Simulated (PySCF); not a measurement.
Computed shifts of a molecule CH5NO2Si2, PBE0/pcSseg-1 (PySCF), GIAO, gas phase, equivalent atoms averaged, in ppm (number of nuclei): ¹⁵N: 189.6 (1). ¹³C: 121.6 (1). ²⁹Si: 8.3 (1), -21.6 (1). ¹H: 6.09 (2), 5.93 (1), 5.76 (1), 1.01 (1). References: ¹⁵N against NH3 (σ = 267.4 ppm); ¹³C against TMS (σ = 186.3 ppm); ¹⁷O against H2O (σ = 334.2 ppm); ²⁹Si against TMS (σ = 352.7 ppm); ¹H against TMS (σ = 31.56 ppm), references at their B3LYP-D3(BJ)/def2-TZVP geometries, non-relativistic. Geometry: PBE-D3(BJ)/def2-SVP. One conformer was computed; it need not be the lowest.

Task: Pick the molecule that these values belong to.
A. N#CO[SiH2][SiH2]O
B. O[Si]1(O)C=N[SiH2]1
C. [SiH3]O[Si@@H]1N=CO1
D. [SiH3]N=C1O[SiH2]O1

Result: A, N#CO[SiH2][SiH2]O
